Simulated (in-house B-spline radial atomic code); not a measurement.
Settings and results of a run for Zr III (Zr2+) (with a hole in an inner shell). Computed with an all-electron radial atomic-structure program (B-spline basis): Dirac-Kohn-Sham LDA VWN5, spherical fractional occupations, Fermi nucleus of rms radius 4.2694 fm.

In the input, a minus or plus after the letter marks the j = l - 1/2 or j = l + 1/2 subshell.

Command:
```bash
python run_scf.py task.json out
```
Settings (nuclear radius in fm, mass in u):
```
Z                40
configuration    1s2 2s2 2p6 3s2 3p-1 3p+4 3d10 4s2 4p6 4d2 5s1
hamiltonian      dirac
method           lda,vwn
spin_polarised   False
nucleus          fermi
rms_radius       4.2694
atomic_mass      89.9047
speed_of_light   137.035999084
```

Output (hartree, bohr):
```
 radial grid: 79 intervals, B-splines of order 8, outer radius 53.7037 bohr

 iter        energy (Eh)    residual
    1       -3576.244053    3.71e-01
    2       -3579.149714    3.43e-01
    3       -3581.811567    5.30e-02
    4       -3581.904994    9.98e-03
    5       -3581.908814    6.13e-03
    6       -3581.910001    1.53e-03
    7       -3581.910054    1.48e-04
    8       -3581.910055    4.41e-06
    9       -3581.910055    5.91e-07
   10       -3581.910055    1.37e-08

 total energy                     -3581.91005
 kinetic                            3699.8240
 electron-nucleus                  -8603.2964
 Hartree                            1429.9189
 exchange-correlation               -108.3566

 first-order corrections (not in the total)
   Gaunt                             2.2517
   retardation                      -0.2215
   frequency dependence             -0.0127
   self-energy                       1.5240
   Uehling                          -0.1684
   Wichmann-Kroll                    0.0023
   recoil                            0.0156

 orbital      occ     eigenvalue          <r>       <r^2>       <1/r>     <1/r^3>       <r^4>       r_max    small
 1s1/2      2.000      -655.6806    0.0371038  0.00185624     41.2108           - 8.90234e-06     0.02417  2.12e-02
 2s1/2      2.000       -92.2582     0.162415   0.0311515     9.33378           -  0.00167533      0.1372  4.30e-03
 2p1/2      2.000       -84.6900     0.138648   0.0235943     9.31634           -  0.00111979      0.1069  4.31e-03
 2p3/2      4.000       -81.5345     0.143024   0.0249781     8.91365     2035.58  0.00124031      0.1106  4.18e-03
 3s1/2      2.000       -16.2317     0.455663    0.238053     3.18279           -   0.0879577      0.4073  1.14e-03
 3p1/2      1.000       -13.4057     0.450948    0.237002     3.08465           -   0.0919939      0.3944  1.09e-03
 3p3/2      4.000       -12.8921      0.46115    0.247619     2.98789     335.333    0.100219      0.4034  1.05e-03
 3d3/2      4.000        -7.8923     0.441986     0.23536     2.79612     48.0161    0.107901       0.342  9.42e-04
 3d5/2      6.000        -7.7971     0.445345    0.238799     2.77131     46.0042    0.110913      0.3446  9.32e-04
 4s1/2      2.000        -2.8589      1.16868     1.54765     1.17083           -     3.61454       1.048  2.61e-04
 4p1/2      2.000        -2.0576      1.27826      1.8698     1.05724           -     5.49945       1.118  2.20e-04
 4p3/2      4.000        -1.9822      1.30638     1.95281     1.02957     49.3527     5.99941       1.142  2.12e-04
 4d3/2      0.800        -0.8209      1.77639     3.73345     0.74518     4.00015     25.0956       1.419  1.19e-04
 4d5/2      1.200        -0.8132      1.78947      3.7881     0.73911     3.81941     25.8208       1.429  1.17e-04
 5s1/2      1.000        -0.6777      2.98003     9.94828    0.435415           -     143.731       2.696  4.99e-05
```

Cost of the run: 0.96 s on 1 thread of Arm Neoverse V2, on a shared host.

For the Dirac Hamiltonian the kinetic term is c α·p + (β - 1)c².
